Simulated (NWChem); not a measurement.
CdCl, doublet; SMILES [Cl][Cd]

Results from NWChem. Spin-unrestricted. Coordinates come from a PBE0/def2-SVP, spin-unrestricted optimisation. The spin multiplicity was typed, not searched, and may not be the lowest. No stability test was run on the SCF state. def2 effective core potentials on Cd; no spin-orbit coupling. Level r2SCAN/def2-SVP: energy and gradient on several grids; changes count from the extra-fine grid, which is no exact limit either.

```
grid     size of the energy change (μHa)  largest change of a gradient component (μHa/bohr)
-------  -------------------------------  -------------------------------------------------
xcoarse                              600                                                200
coarse                                20                                               < 30
medium                              < 10                                               < 30
fine                                < 10                                               < 30
xfine                               < 10                                               < 30
```
